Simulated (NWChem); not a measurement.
Molecule: AlO, doublet; SMILES [O]=[Al]

Program: NWChem. Spin-unrestricted. The geometry was optimised at PBE0-D3(BJ)/def2-TZVP, spin-unrestricted. No stability test was run on the SCF state. Level PBE/def2-SVP: energy and gradient; each run changes one setting, and changes count from the defaults (medium grid, exact Coulomb integrals, symmetry on).

```tsv
setting	size of the energy change (μHa)	largest change of a gradient component (μHa/bohr)
defaults	< 10	< 30
Coulomb fitting, Weigend set	80	< 30
symmetry off	< 10	other frame
coarse grid	< 10	200
Coulomb fitting, Ahlrichs set	200	200
```
